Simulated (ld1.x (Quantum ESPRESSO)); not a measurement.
# Scattering properties, PAW potential for Au (Z = 79)

| Property | Result |
| --- | --- |
| Element | Au (Z = 79) |
| Generator | ld1.x (Quantum ESPRESSO) 7.5 |
| Type | PAW |
| Functional | LDA (PZ) |
| Relativity | scalar-relativistic |
| Frozen core | [Xe] 4f14 |
| Valence charge | 11 |
| Reference configuration | 5d10 6s0 6p0 (charge +1) |
| Partial waves | 6s (bound, empty): rcut 1.75, rcutus 2.30 bohr; 6s channel at 0.25 Ry: rcut 1.75, rcutus 2.30 bohr; 6p (bound, empty): rcut 2.95, rcutus 3.20 bohr; 6p channel at -0.05 Ry: rcut 2.95, rcutus 3.20 bohr; 5d (bound): rcut 1.85, rcutus 2.05 bohr; 5d channel at 0.35 Ry: rcut 1.85, rcutus 2.05 bohr |
| Local potential | all-electron potential smoothed inside 2.75 bohr (lloc = -1) |
| Core correction | a·sin(br)/r model core, default radius (core density twice the valence density) |
| Augmentation charge | PSQ, inside the norm-conserving radii |

The phase is arctan(r·u′/u) with u = r·R(r), unwrapped; energies in Ry, scanned from -3 to 5 Ry. A pole is an energy at which the radial function vanishes at the test radius. The pseudo phase is shifted by a multiple of π to meet the all-electron one at the reference energy, and phase errors are pseudo minus all-electron; the curves can meet again beyond the range given. Levels narrower than the energy grid can be missing from the lists of poles.

Problem. For each channel, where are the poles, and over which energies does the pseudopotential scatter like the atom?

Solution.

| channel | radius (bohr) | reference energy (Ry) | poles, all-electron | poles, pseudo | unbroken range about the reference energy with phases within 0.05 rad | phase error 1 Ry above the reference energy (rad) |
| --- | --- | --- | --- | --- | --- | --- |
| s | 3.49 | -1.00 | -0.55, 3.86 | -0.55, 3.74 | below 4.5 | +0.000 |
| p | 3.49 | -0.51 | 0.45 | 0.45, 3.69 | below 2.0 | -0.000 |
| d | 3.49 | -1.15 | -1.09, 2.19 | -1.09, 2.19 | below 4.3 | +0.000 |

Phases in the p channel:

| E (Ry) | all-electron | pseudo |
| --- | --- | --- |
| -3.00 | 1.377 | 1.377 |
| -2.76 | 1.365 | 1.365 |
| -2.52 | 1.351 | 1.351 |
| -2.28 | 1.333 | 1.333 |
| -2.04 | 1.311 | 1.310 |
| -1.80 | 1.280 | 1.280 |
| -1.56 | 1.236 | 1.236 |
| -1.32 | 1.167 | 1.167 |
| -1.08 | 1.042 | 1.042 |
| -0.84 | 0.751 | 0.751 |
| -0.60 | -0.086 | -0.086 |
| -0.36 | -0.999 | -0.999 |
| -0.12 | -1.327 | -1.327 |
| 0.12 | -1.468 | -1.468 |
| 0.36 | -1.548 | -1.548 |
| 0.60 | -1.605 | -1.605 |
| 0.84 | -1.651 | -1.652 |
| 1.08 | -1.695 | -1.697 |
| 1.32 | -1.743 | -1.747 |
| 1.56 | -1.803 | -1.812 |
| 1.80 | -1.888 | -1.912 |
| 2.04 | -2.033 | -2.109 |
| 2.28 | -2.344 | -2.658 |
| 2.52 | -3.098 | -3.783 |
| 2.76 | -3.920 | -4.303 |
| 3.00 | -4.270 | -4.494 |
| 3.24 | -4.426 | -4.594 |
| 3.48 | -4.511 | -4.662 |
| 3.72 | -4.566 | -4.721 |
| 3.96 | -4.604 | -4.785 |
| 4.20 | -4.634 | -4.878 |
| 4.44 | -4.657 | -5.090 |
| 4.68 | -4.677 | -6.094 |
| 4.92 | -4.694 | -7.344 |
